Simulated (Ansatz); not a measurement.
CH2BNO. Charge 0, multiplicity 1. The bonds changed during the relaxation, so this is another structure than the one it started from.

```csv
atom,x (Å),y (Å),z (Å)
B1,0.324,-0.815,0.130
N2,1.009,0.494,0.005
C3,-0.213,0.797,-0.215
O4,-0.937,-0.382,-0.388
H5,0.566,-1.844,0.669
H6,-0.748,1.749,-0.201
```

(1) Give the diagnostics of a CCSD(T)/def2-TZVPP run (frozen core, the Gaussian-basis code of Ansatz). (Estimate.)

Answers

(1) The calculation gave: T1 = 0.0158, largest single amplitude 0.025, largest double 0.023, (T) share of the correlation energy 4.5 %, 12 CCSD cycles. The RHF solution is stable towards an unrestricted one. T1 lies under the customary mark of 0.02 for closed shells.
